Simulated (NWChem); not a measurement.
All runs are NWChem calculations. System: HCl$_{3}$Ge, charge 0, spin multiplicity 1, at a geometry optimised with B3LYP/def2-SVP. The structure started from a generated list of species. Level: TD-PBE/def2-SVP.

The NWChem input:

```
start mol
memory heap 200 mb stack 900 mb global 1100 mb
geometry units angstroms nocenter noautoz
  Ge     0.030249     0.432907     0.000000
  Cl    -1.030634    -0.239568     1.751833
  Cl    -1.030634    -0.239568    -1.751833
  Cl     1.996271    -0.451055     0.000000
  H      0.136970     1.960226     0.000000
  symmetry group Cs
end
basis spherical
  * library def2-svp
end
dft
  xc xpbe96 cpbe96
  semidirect memsize 60000000 filesize 0
  iterations 100
end
tddft
  rpa
  nroots 8
  notriplet
  thresh 1e-4
end
task tddft energy
```

Output (cleaned and shortened):

```
             Northwest Computational Chemistry Package (NWChem) 7.3.0
             --------------------------------------------------------

                                NWChem Input Module
                                -------------------

 Scaling coordinates for geometry "geometry" by  1.889725989
 (inverse scale =  0.529177249)

 Turning off AUTOSYM since
 SYMMETRY directive was detected!

                             Geometry "geometry" -> ""
                             -------------------------

 Output coordinates in angstroms (scale by  1.889725989 to convert to a.u.)

  No.       Tag          Charge          X              Y              Z
 ---- ---------------- ---------- -------------- -------------- --------------
    1 Ge                  32.0000     0.03024900     0.43290700     0.00000000
    2 Cl                  17.0000    -1.03063400    -0.23956800     1.75183300
    3 Cl                  17.0000    -1.03063400    -0.23956800    -1.75183300
    4 Cl                  17.0000     1.99627100    -0.45105500     0.00000000
    5 H                    1.0000     0.13697000     1.96022600     0.00000000

 Effective nuclear repulsion energy (a.u.)     551.5093558580

            Nuclear Dipole moment (a.u.)
            ----------------------------
        X                 Y               Z
 ---------------- ---------------- ----------------
    -0.0000207870     0.0000056692     0.0000000000

      Symmetry information
      --------------------

 Group name             Cs
 Group number              2
 Group order               2
 No. of unique centers     4

      Symmetry unique atoms

     1    2    4    5


 Summary of "ao basis" -> "" (spherical)
 ------------------------------------------------------------------------------
       Tag                 Description            Shells   Functions and Types
 ---------------- ------------------------------  ------  ---------------------
 *                          def2-svp                  on all atoms

  pbe96 is a nonlocal functional; adding pw91lda local functional.

                                 NWChem DFT Module
                                 -----------------

 Summary of "ao basis" -> "ao basis" (spherical)
 ------------------------------------------------------------------------------
       Tag                 Description            Shells   Functions and Types
 ---------------- ------------------------------  ------  ---------------------
 Ge                         def2-svp                12       32   5s4p3d
 Cl                         def2-svp                 8       18   4s3p1d
 H                          def2-svp                 3        5   2s1p

 Summary of "ao basis" -> "ao basis" (spherical)
 ------------------------------------------------------------------------------
       Tag                 Description            Shells   Functions and Types
 ---------------- ------------------------------  ------  ---------------------
 Ge                         def2-svp                12       32   5s4p3d
 Cl                         def2-svp                 8       18   4s3p1d
 H                          def2-svp                 3        5   2s1p

      Symmetry analysis of basis
      --------------------------

        a'         57
        a"         34

            General Information
            -------------------
          SCF calculation type: DFT
          Wavefunction type:  closed shell.
          No. of atoms     :     5
          No. of electrons :    84
           Alpha electrons :    42
            Beta electrons :    42
          Charge           :     0
          Spin multiplicity:     1
          Use of symmetry is: off; symmetry adaption is: on
          Maximum number of iterations: 100
          AO basis - number of functions:    91
                     number of shells:    39
          Convergence on energy requested:  1.00D-06
          Convergence on density requested:  1.00D-05
          Convergence on gradient requested:  5.00D-04

              XC Information
              --------------
          PerdewBurkeErnzerhof Exchange Functional  1.000
            Perdew 1991 LDA Correlation Functional  1.000 local
           PerdewBurkeErnz. Correlation Functional  1.000 non-local

             Grid Information
             ----------------
          Grid used for XC integration:  medium
          Radial quadrature: Mura-Knowles
          Angular quadrature: Lebedev.
          Tag              B.-S. Rad. Rad. Pts. Rad. Cut. Ang. Pts.
          ---              ---------- --------- --------- ---------
          Ge                  1.25      112           7.0       590
          Cl                  1.00       88           9.0       590
          H                   0.35       45           8.0       434
          Grid pruning is: on
          Number of quadrature shells:   421
          Spatial weights used:  Erf1

          Convergence Information
          -----------------------
          Convergence aids based upon iterative change in
          total energy or number of iterations.
          Levelshifting, if invoked, occurs when the
          HOMO/LUMO gap drops below (HL_TOL):  1.00D-02
          DIIS, if invoked, will attempt to extrapolate
          using up to (NFOCK): 10 stored Fock matrices.

                    Damping( 0%)  Levelshifting(0.5)       DIIS
                  --------------- ------------------- ---------------
          dE  on:    start            ASAP                start
          dE off:    2 iters        100 iters           100 iters

      Screening Tolerance Information
[...]
  Ground state a'      -3456.751273468181 a.u.

  ----------------------------------------------------------------------------
  Root   1 singlet a"             0.199562374 a.u.                5.4304 eV
  ----------------------------------------------------------------------------
     Transition Moments    X  0.00000   Y  0.00000   Z  0.00000
     Transition Moments   XX -0.00000  XY -0.00000  XZ -0.00001
     Transition Moments   YY -0.00000  YZ  0.00001  ZZ -0.00000
     Dipole Oscillator Strength                    0.0000000000
     Electric Quadrupole                           0.0000000000
     Magnetic Dipole                               0.0000004102
     Total Oscillator Strength                     0.0000004102

          sigma_e =   2.0485 Angstrom
          sigma_h =   2.2775 Angstrom
         |d_h->e| =   0.4952 Angstrom
            d_exc =   3.1587 Angstrom
            d_CD1 =   0.7241 Angstrom
            d_CD2 =  -1.6678 Angstrom
            d_CD3 =   3.6538 Angstrom
     Pearson C.C. =  -0.0374

     Occ.   42  a"  ---  Virt.   43  a'   0.99833 X
  ----------------------------------------------------------------------------
  Root   2 singlet a"             0.212338331 a.u.                5.7780 eV
  ----------------------------------------------------------------------------
     Transition Moments    X -0.00001   Y  0.00000   Z -0.32107
     Transition Moments   XX -0.00001  XY  0.00000  XZ  0.81627
     Transition Moments   YY -0.00000  YZ  0.01035  ZZ  0.00001
     Dipole Oscillator Strength                    0.0145923516
     Electric Quadrupole                           0.0000000340
     Magnetic Dipole                               0.0000001798
     Total Oscillator Strength                     0.0145925654

          sigma_e =   2.0513 Angstrom
          sigma_h =   2.0801 Angstrom
         |d_h->e| =   1.0702 Angstrom
            d_exc =   3.1374 Angstrom
            d_CD1 =   1.0989 Angstrom
            d_CD2 =  -0.9955 Angstrom
            d_CD3 =   4.2076 Angstrom
     Pearson C.C. =  -0.0192

     Occ.   35  a"  ---  Virt.   43  a'   0.07571 X
     Occ.   38  a"  ---  Virt.   43  a'  -0.18240 X
     Occ.   41  a"  ---  Virt.   43  a'   0.97065 X
     Occ.   42  a"  ---  Virt.   45  a'  -0.09724 X
  ----------------------------------------------------------------------------
  Root   3 singlet a'             0.212338579 a.u.                5.7780 eV
  ----------------------------------------------------------------------------
     Transition Moments    X -0.32029   Y  0.02233   Z  0.00001
     Transition Moments   XX -0.80016  XY  0.12311  XZ -0.00001
     Transition Moments   YY -0.01348  YZ -0.00000  ZZ  0.81360
     Dipole Oscillator Strength                    0.0145923842
     Electric Quadrupole                           0.0000000340
     Magnetic Dipole                               0.0000001798
     Total Oscillator Strength                     0.0145925980

          sigma_e =   2.0513 Angstrom
          sigma_h =   2.0799 Angstrom
         |d_h->e| =   1.0704 Angstrom
            d_exc =   3.1374 Angstrom
            d_CD1 =   1.0990 Angstrom
            d_CD2 =  -0.9952 Angstrom
            d_CD3 =   4.2079 Angstrom
     Pearson C.C. =  -0.0192

     Occ.   36  a'  ---  Virt.   43  a'  -0.07571 X
     Occ.   37  a'  ---  Virt.   43  a'  -0.18241 X
     Occ.   40  a'  ---  Virt.   43  a'   0.97064 X
     Occ.   42  a"  ---  Virt.   44  a"   0.09724 X
  ----------------------------------------------------------------------------
  Root   4 singlet a'             0.213886273 a.u.                5.8201 eV
  ----------------------------------------------------------------------------
     Transition Moments    X -0.02767   Y -0.39668   Z  0.00000
     Transition Moments   XX  0.67220  XY -0.15328  XZ -0.00000
     Transition Moments   YY -1.51072  YZ -0.00000  ZZ  0.68269
     Dipole Oscillator Strength                    0.0225467332
     Electric Quadrupole                           0.0000000844
     Magnetic Dipole                               0.0000000000
     Total Oscillator Strength                     0.0225468176

          sigma_e =   2.0382 Angstrom
          sigma_h =   2.2425 Angstrom
         |d_h->e| =   0.1908 Angstrom
            d_exc =   3.1158 Angstrom
            d_CD1 =   0.3951 Angstrom
            d_CD2 =  -1.9496 Angstrom
            d_CD3 =   3.3066 Angstrom
     Pearson C.C. =  -0.0535

     Occ.   34  a'  ---  Virt.   43  a'   0.09109 X
     Occ.   39  a'  ---  Virt.   43  a'   0.98924 X
     Occ.   39  a'  ---  Virt.   46  a'   0.05690 X
     Occ.   40  a'  ---  Virt.   45  a'  -0.05417 X
     Occ.   41  a"  ---  Virt.   44  a"  -0.05419 X
  ----------------------------------------------------------------------------
  Root   5 singlet a"             0.222850328 a.u.                6.0641 eV
  ----------------------------------------------------------------------------
     Transition Moments    X -0.00001   Y  0.00000   Z  0.24403
     Transition Moments   XX -0.00001  XY  0.00001  XZ -0.35140
     Transition Moments   YY -0.00000  YZ -0.28109  ZZ  0.00001
     Dipole Oscillator Strength                    0.0088471980
     Electric Quadrupole                           0.0000000119
     Magnetic Dipole                               0.0000000320
     Total Oscillator Strength                     0.0088472420

          sigma_e =   2.0470 Angstrom
          sigma_h =   2.1185 Angstrom
         |d_h->e| =   0.8384 Angstrom
            d_exc =   3.1486 Angstrom
            d_CD1 =   0.9099 Angstrom
            d_CD2 =  -1.2444 Angstrom
            d_CD3 =   3.9870 Angstrom
     Pearson C.C. =  -0.0614

     Occ.   35  a"  ---  Virt.   43  a'  -0.05819 X
     Occ.   38  a"  ---  Virt.   43  a'  -0.97310 X
     Occ.   39  a'  ---  Virt.   44  a"  -0.06847 X
     Occ.   41  a"  ---  Virt.   43  a'  -0.16216 X
     Occ.   42  a"  ---  Virt.   45  a'   0.13064 X
  ----------------------------------------------------------------------------
  Root   6 singlet a'             0.222850909 a.u.                6.0641 eV
  ----------------------------------------------------------------------------
     Transition Moments    X -0.24345   Y  0.01701   Z -0.00001
     Transition Moments   XX -0.28696  XY  0.32496  XZ  0.00001
     Transition Moments   YY -0.04402  YZ  0.00001  ZZ  0.33097
     Dipole Oscillator Strength                    0.0088480357
     Electric Quadrupole                           0.0000000119
     Magnetic Dipole                               0.0000000320
     Total Oscillator Strength                     0.0088480797

          sigma_e =   2.0470 Angstrom
          sigma_h =   2.1185 Angstrom
         |d_h->e| =   0.8384 Angstrom
            d_exc =   3.1486 Angstrom
            d_CD1 =   0.9099 Angstrom
            d_CD2 =  -1.2443 Angstrom
            d_CD3 =   3.9871 Angstrom
     Pearson C.C. =  -0.0614

     Occ.   36  a'  ---  Virt.   43  a'  -0.05820 X
     Occ.   37  a'  ---  Virt.   43  a'   0.97309 X
     Occ.   39  a'  ---  Virt.   45  a'   0.06847 X
     Occ.   40  a'  ---  Virt.   43  a'   0.16216 X
     Occ.   42  a"  ---  Virt.   44  a"   0.13065 X
  ----------------------------------------------------------------------------
  Root   7 singlet a'             0.266395128 a.u.                7.2490 eV
  ----------------------------------------------------------------------------
     Transition Moments    X  0.25590   Y -0.01788   Z  0.00002
     Transition Moments   XX -0.33117  XY -0.31196  XZ  0.00002
     Transition Moments   YY  0.04524  YZ -0.00003  ZZ  0.28593
     Dipole Oscillator Strength                    0.0116868434
     Electric Quadrupole                           0.0000000195
     Magnetic Dipole                               0.0000000609
     Total Oscillator Strength                     0.0116869239

          sigma_e =   1.9321 Angstrom
          sigma_h =   2.2483 Angstrom
         |d_h->e| =   0.8543 Angstrom
            d_exc =   3.0484 Angstrom
            d_CD1 =   1.1705 Angstrom
            d_CD2 =  -1.2359 Angstrom
            d_CD3 =   3.9027 Angstrom
     Pearson C.C. =   0.0259

     Occ.   36  a'  ---  Virt.   43  a'   0.08832 X
     Occ.   37  a'  ---  Virt.   43  a'  -0.07403 X
     Occ.   37  a'  ---  Virt.   45  a'   0.08635 X
     Occ.   38  a"  ---  Virt.   44  a"  -0.08635 X
     Occ.   39  a'  ---  Virt.   45  a'  -0.36351 X
     Occ.   40  a'  ---  Virt.   43  a'  -0.07078 X
     Occ.   40  a'  ---  Virt.   45  a'   0.12427 X
     Occ.   41  a"  ---  Virt.   44  a"  -0.12444 X
     Occ.   42  a"  ---  Virt.   44  a"   0.89455 X
  ----------------------------------------------------------------------------
  Root   8 singlet a"             0.266396009 a.u.                7.2490 eV
  ----------------------------------------------------------------------------
     Transition Moments    X -0.00002   Y  0.00000   Z  0.25649
     Transition Moments   XX  0.00002  XY  0.00002  XZ  0.26196
     Transition Moments   YY -0.00000  YZ -0.35417  ZZ -0.00002
     Dipole Oscillator Strength                    0.0116832427
     Electric Quadrupole                           0.0000000195
     Magnetic Dipole                               0.0000000610
     Total Oscillator Strength                     0.0116833232

          sigma_e =   1.9321 Angstrom
          sigma_h =   2.2483 Angstrom
         |d_h->e| =   0.8543 Angstrom
            d_exc =   3.0484 Angstrom
            d_CD1 =   1.1705 Angstrom
            d_CD2 =  -1.2359 Angstrom
            d_CD3 =   3.9027 Angstrom
     Pearson C.C. =   0.0259

     Occ.   35  a"  ---  Virt.   43  a'  -0.08829 X
     Occ.   37  a'  ---  Virt.   44  a"  -0.08634 X
     Occ.   38  a"  ---  Virt.   43  a'  -0.07401 X
     Occ.   38  a"  ---  Virt.   45  a'  -0.08635 X
     Occ.   39  a'  ---  Virt.   44  a"  -0.36350 X
     Occ.   40  a'  ---  Virt.   44  a"  -0.12461 X
     Occ.   41  a"  ---  Virt.   43  a'  -0.07078 X
     Occ.   41  a"  ---  Virt.   45  a'  -0.12440 X
     Occ.   42  a"  ---  Virt.   45  a'  -0.89452 X

              Target root =      1
          Target symmetry = none
      Ground state energy =  -3456.751273468181
        Excitation energy =      0.199562373529
     Excited state energy =  -3456.551711094652

  stored tddft:energy   -3456.5517110946521

 Task  times  cpu:       91.4s     wall:       91.4s

 Total times  cpu:       91.4s     wall:       91.4s
```
